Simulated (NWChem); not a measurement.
The numbers come from NWChem runs, not from measurements. System: vinylidene fluoride (C₂H₂F₂), charge 0, spin multiplicity 1, at a geometry optimised with PBE0/def2-SVP. Level: TPSS/def2-TZVP.

Input file:

```
start mol
memory heap 200 mb stack 900 mb global 1100 mb
geometry units angstroms nocenter noautoz
  C      0.000000     0.000000     1.382038
  C      0.000000     0.000000     0.058259
  F      1.073387     0.000000    -0.693462
  F     -1.073387     0.000000    -0.693462
  H     -0.945770     0.000000     1.920268
  H      0.945770     0.000000     1.920268
  symmetry group C2v
end
basis spherical
  * library def2-tzvp
end
dft
  xc xtpss03 ctpss03
  semidirect memsize 60000000 filesize 0
  iterations 100
  grid fine
end
task dft energy
```

Output (cleaned and shortened):

```
             Northwest Computational Chemistry Package (NWChem) 7.3.0
             --------------------------------------------------------

                                NWChem Input Module
                                -------------------

 Scaling coordinates for geometry "geometry" by  1.889725989
 (inverse scale =  0.529177249)

 Turning off AUTOSYM since
 SYMMETRY directive was detected!

                             Geometry "geometry" -> ""
                             -------------------------

 Output coordinates in angstroms (scale by  1.889725989 to convert to a.u.)

  No.       Tag          Charge          X              Y              Z
 ---- ---------------- ---------- -------------- -------------- --------------
    1 C                    6.0000     0.00000000     0.00000000     1.38203800
    2 C                    6.0000     0.00000000     0.00000000     0.05825900
    3 F                    9.0000     1.07338700     0.00000000    -0.69346200
    4 F                    9.0000    -1.07338700     0.00000000    -0.69346200
    5 H                    1.0000    -0.94577000     0.00000000     1.92026800
    6 H                    1.0000     0.94577000     0.00000000     1.92026800

 Effective nuclear repulsion energy (a.u.)     118.1080975787

            Nuclear Dipole moment (a.u.)
            ----------------------------
        X                 Y               Z
 ---------------- ---------------- ----------------
     0.0000000000     0.0000000000     0.0000037795

      Symmetry information
      --------------------

 Group name             C2v
 Group number             16
 Group order               4
 No. of unique centers     4

      Symmetry unique atoms

     1    2    3    5


 Summary of "ao basis" -> "" (spherical)
 ------------------------------------------------------------------------------
       Tag                 Description            Shells   Functions and Types
 ---------------- ------------------------------  ------  ---------------------
 *                         def2-tzvp                  on all atoms

                                 NWChem DFT Module
                                 -----------------

 Summary of "ao basis" -> "ao basis" (spherical)
 ------------------------------------------------------------------------------
       Tag                 Description            Shells   Functions and Types
 ---------------- ------------------------------  ------  ---------------------
 C                         def2-tzvp                11       31   5s3p2d1f
 F                         def2-tzvp                11       31   5s3p2d1f
 H                         def2-tzvp                 4        6   3s1p

 Summary of "ao basis" -> "ao basis" (spherical)
 ------------------------------------------------------------------------------
       Tag                 Description            Shells   Functions and Types
 ---------------- ------------------------------  ------  ---------------------
 C                         def2-tzvp                11       31   5s3p2d1f
 F                         def2-tzvp                11       31   5s3p2d1f
 H                         def2-tzvp                 4        6   3s1p

      Symmetry analysis of basis
      --------------------------

        a1         54
        a2         17
        b1         40
        b2         25

            General Information
            -------------------
          SCF calculation type: DFT
          Wavefunction type:  closed shell.
[...]
 d= 0,ls=0.0,diis     5   -277.2152784981 -9.23D-03  1.42D-04  1.58D-03     4.8
  Resetting Diis
 d= 0,ls=0.0,diis     6   -277.2153812116 -1.03D-04  4.37D-05  5.16D-05     5.1
 d= 0,ls=0.0,diis     7   -277.2153870437 -5.83D-06  1.55D-05  1.87D-06     5.5
 d= 0,ls=0.0,diis     8   -277.2153867230  3.21D-07  9.99D-06  4.18D-06     5.8

         Total DFT energy =     -277.215386723017
      One electron energy =     -616.263039570990
           Coulomb energy =      253.493980368326
    Exchange-Corr. energy =      -32.554425099032
 Nuclear repulsion energy =      118.108097578679

 Numeric. integr. density =       31.999999692036

     Total iterative time =      5.2s

                  Occupations of the irreducible representations
                  ----------------------------------------------

                     irrep           alpha         beta
                     --------     --------     --------
                     a1                8.0          8.0
                     a2                1.0          1.0
                     b1                5.0          5.0
                     b2                2.0          2.0

                       DFT Final Molecular Orbital Analysis
                       ------------------------------------

 Vector   14  Occ=2.000000D+00  E=-3.885327D-01  Symmetry=a1
              MO Center=  6.9D-17, -1.0D-16, -6.8D-02, r^2= 2.3D+00
   Bfn.  Coefficient  Atom+Function         Bfn.  Coefficient  Atom+Function
  ----- ------------  ---------------      ----- ------------  ---------------
    70      0.295087  3 F  pz               101      0.295087  4 F  pz
    73      0.239962  3 F  pz               104      0.239962  4 F  pz
     8      0.218100  1 C  pz                39     -0.164908  2 C  pz
     5     -0.153476  1 C  s                 76      0.146160  3 F  pz
   107      0.146160  4 F  pz                11      0.140600  1 C  pz

 Vector   15  Occ=2.000000D+00  E=-3.681611D-01  Symmetry=b1
              MO Center=  1.6D-16, -1.7D-16, -1.2D-02, r^2= 2.6D+00
   Bfn.  Coefficient  Atom+Function         Bfn.  Coefficient  Atom+Function
  ----- ------------  ---------------      ----- ------------  ---------------
    70      0.240593  3 F  pz               101     -0.240593  4 F  pz
    68      0.214478  3 F  px                99      0.214478  4 F  px
    73      0.196600  3 F  pz               104     -0.196600  4 F  pz
     6     -0.177878  1 C  px                71      0.172322  3 F  px
   102      0.172322  4 F  px                 9     -0.134096  1 C  px

 Vector   16  Occ=2.000000D+00  E=-2.365734D-01  Symmetry=b2
              MO Center=  1.6D-16,  8.8D-16,  6.8D-01, r^2= 1.8D+00
   Bfn.  Coefficient  Atom+Function         Bfn.  Coefficient  Atom+Function
  ----- ------------  ---------------      ----- ------------  ---------------
     7      0.316169  1 C  py                10      0.280131  1 C  py
    38      0.248361  2 C  py                41      0.232970  2 C  py
    13      0.210625  1 C  py                69     -0.177738  3 F  py
   100     -0.177738  4 F  py                72     -0.143581  3 F  py
   103     -0.143581  4 F  py                75     -0.117847  3 F  py

 Vector   17  Occ=0.000000D+00  E=-1.391157D-02  Symmetry=b2
              MO Center=  2.5D-16,  9.4D-16,  6.7D-01, r^2= 2.2D+00
   Bfn.  Coefficient  Atom+Function         Bfn.  Coefficient  Atom+Function
  ----- ------------  ---------------      ----- ------------  ---------------
    13      0.566650  1 C  py                44     -0.448057  2 C  py
    41     -0.429757  2 C  py                38     -0.405813  2 C  py
     7      0.274221  1 C  py                10      0.241084  1 C  py
    75      0.173652  3 F  py               106      0.173652  4 F  py
    69      0.151857  3 F  py               100      0.151857  4 F  py

 Vector   18  Occ=0.000000D+00  E= 4.909196D-02  Symmetry=a1
              MO Center= -2.1D-16, -1.0D-15,  9.5D-01, r^2= 5.5D+00
   Bfn.  Coefficient  Atom+Function         Bfn.  Coefficient  Atom+Function
  ----- ------------  ---------------      ----- ------------  ---------------
     5      1.572856  1 C  s                 36     -1.411960  2 C  s
   127     -1.236401  5 H  s                133     -1.236401  6 H  s
     4      0.995340  1 C  s                 35     -0.815064  2 C  s
    67      0.664080  3 F  s                 98      0.664080  4 F  s
    11     -0.353200  1 C  pz                45      0.322304  2 C  pz

 Vector   19  Occ=0.000000D+00  E= 6.955087D-02  Symmetry=b1
              MO Center=  2.8D-13,  1.9D-16,  1.6D+00, r^2= 4.2D+00
   Bfn.  Coefficient  Atom+Function         Bfn.  Coefficient  Atom+Function
  ----- ------------  ---------------      ----- ------------  ---------------
   127      2.054250  5 H  s                133     -2.054250  6 H  s
    12      1.599233  1 C  px                40      0.291523  2 C  px
    37      0.236858  2 C  px                 6      0.211713  1 C  px
    76     -0.157022  3 F  pz               107      0.157022  4 F  pz
    23      0.120656  1 C  d  1              67     -0.117048  3 F  s

 center of mass
 --------------
 x =   0.00000000 y =   0.00000000 z =  -0.15336822

 moments of inertia (a.u.)
 ------------------
         172.283399443286           0.000000000000           0.000000000000
           0.000000000000         335.057296963973           0.000000000000
           0.000000000000           0.000000000000         162.773897520687

     Multipole analysis of the density
     ---------------------------------

     L   x y z        total         alpha         beta         nuclear
     -   - - -        -----         -----         ----         -------
     0   0 0 0     -0.000000    -16.000000    -16.000000     32.000000

     1   1 0 0      0.000000      0.000000      0.000000      0.000000
     1   0 1 0     -0.000000     -0.000000     -0.000000      0.000000
     1   0 0 1      0.393606      0.196801      0.196801      0.000004

     2   2 0 0    -16.240873    -48.344611    -48.344611     80.448349
     2   1 1 0      0.000000      0.000000      0.000000      0.000000
     2   1 0 1     -0.000000     -0.000000     -0.000000      0.000000
     2   0 2 0    -16.804321     -8.402161     -8.402161      0.000000
     2   0 1 1     -0.000000     -0.000000     -0.000000      0.000000
     2   0 0 2    -15.364306    -56.804659    -56.804659     98.245011

 Task  times  cpu:        5.8s     wall:        5.8s

 Total times  cpu:        5.9s     wall:        5.9s
```
